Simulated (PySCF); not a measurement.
C₂H₈N₂Si₂, SMILES [SiH2]1N=C([Si@@H]1N)C.

Coordinates come from a PBE0-D3(BJ)/def2-SVP optimisation. The structure was generated by enumeration; whether it is a known compound was not checked. One conformer was computed; it need not be the lowest.

All values below come from SMD-B3LYP/6-31G* in PySCF.

Solvation free energies are E(SMD) − E(gas) at the gas-phase geometry, for 1 M in both phases. In vacuum the dipole moment is 3.48 D.

Q: Rank water, chloroform, 2-propanol by solvation free energy, most negative first.

A: 2-propanol (-5.6 kcal/mol), chloroform (-4.6 kcal/mol), water (-2.6 kcal/mol)
